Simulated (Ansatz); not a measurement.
Ideal-gas functions of `O/C=C(\F)[TeH]` at 600 K and 1 bar, from an Ansatz frequency run at PBE0-D4/def2-TZVP.

Molar mass 189.64 g/mol, point group C1 (symmetry number 1), electronic degeneracy 1, moments of inertia 61.954, 422.347, 479.017 u Å². Harmonic wavenumbers (cm⁻¹, unscaled): 144, 190, 249, 287, 329, 461, 555, 700, 806, 902, 1074, 1169, 1287, 1384, 1721, 2117, 3255, 3810.

Use S(trans) = R[1.5 ln M + 2.5 ln T − 1.1517]; rotational temperatures θ = 24.2544 K / I; S(rot) = R[ln(√π/σ · √(T³/θAθBθC)) + 1.5]; for each mode x = 1.438777 ν̃/T, S = R[x/(eˣ − 1) − ln(1 − e⁻ˣ)] and H = RT x/(eˣ − 1); 1 cm⁻¹ = 0.0119627 kJ/mol; R = 8.31446 J/(mol·K).

By hand: the entropy, in J/(mol·K).

Translation 188.8. Rotation: θ = 0.3915, 0.0574, 0.0506 K, giving 125.2. Vibration, mode by mode: 17.20, 14.92, 12.72, 11.58, 10.50, 7.89, 6.53, 4.92, 4.02, 3.35, 2.42, 2.02, 1.62, 1.34, 0.70, 0.32, 0.03, 0.01, in all 102.1. Electronic 0.0. Sum 416.1 J/(mol·K).

By hand: H − E and G − E in kJ/mol, counted from the electronic energy.

Zero-point energy ½ × 20440 × 0.0119627 = 122.3; thermal vibration 32.4; translation, rotation and pV give 4 RT = 20.0. H − E = 174.7 kJ/mol, and G − E = 174.7 − 600 × 416.1/1000 = -75.0 kJ/mol.

Vibration gives 25 % of the entropy, 17.2 J/(mol·K) of it from the mode under 150 cm⁻¹: soft modes count most, and the harmonic formula is weakest for them. The sum counts one conformer and one mirror image; others add a mixing term.
